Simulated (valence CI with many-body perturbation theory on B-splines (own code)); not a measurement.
**Which ion has this spectrum?**

A relativistic CI+MBPT calculation for an atom or ion with 15 electrons gives these levels (eV):

| J | Parity | E | g |
| --- | --- | --- | --- |
| 3/2 | odd | 0.00 | 1.36 |
| 3/2 | odd | 154.09 | 1.45 |
| 5/2 | odd | 163.97 | 1.19 |
| 1/2 | odd | 176.35 | 0.65 |
| 3/2 | even | 186.37 | 0.78 |
| 5/2 | even | 233.12 | 1.21 |
| 5/2 | even | 290.48 | 1.45 |
| 3/2 | even | 314.84 | 1.15 |
| 1/2 | even | 315.01 | 2.12 |
| 3/2 | odd | 331.95 | 1.30 |
| 5/2 | even | 339.01 | 0.96 |
| 3/2 | even | 341.07 | 0.91 |
| 1/2 | even | 341.32 | 0.21 |
| 7/2 | even | 348.94 | 1.04 |

The energies are calculated, and their last digits are not significant.

Which is it?
A. Tb50+
B. Gd49+
C. Dy51+
D. Eu48+

D. Eu48+, ground level (3s^2 3p1/2^2 3p3/2) J=3/2.
